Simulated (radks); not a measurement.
Results of a calculation; reference values are marked as such.
Question: The osmium ion Os25+, configuration [Kr] 4d10 4f5 (the NIST ground configuration). Code: a radial shooting solver on a logarithmic mesh with Libxc functionals. Model: non-relativistic Kohn-Sham, LDA (Slater exchange, Perdew-Wang correlation), spin-unpolarised, spherical densities, point nucleus; relativity is left out, which matters for an element this heavy. Some entries of the table are withheld. Estimate them.

| orbital | occ. | eigenvalue (eV) | <r> (bohr) | <r^2> (bohr^2) |
|---|---|---|---|---|
| 1s | 2 | -68134.01 | 0.01994 | 0.0005312 |
| 2s | 2 | -11926.31 | 0.08414 | 0.008296 |
| 2p | 6 | -11479.86 | 0.07113 | 0.006126 |
| 3s | 2 | -3353.194 | 0.2126 | 0.05144 |
| 3p | 6 | (1) | 0.2027 | 0.04745 |
| 3d | 10 | -2756.749 | 0.1774 | (2) |
| 4s | 2 | -1244.640 | (3) | 0.2285 |
| 4p | 6 | (4) | 0.4521 | 0.2310 |
| 4d | 10 | (5) | 0.4505 | 0.2323 |
| 4f | 5 | (6) | 0.4355 | 0.2186 |

Answer: 
(1) 3p eigenvalue (eV): -3145.360
(2) 3d <r^2> (bohr^2): 0.03674
(3) 4s <r> (bohr): 0.4512
(4) 4p eigenvalue (eV): -1154.988
(5) 4d eigenvalue (eV): -991.2609
(6) 4f eigenvalue (eV): -777.4740
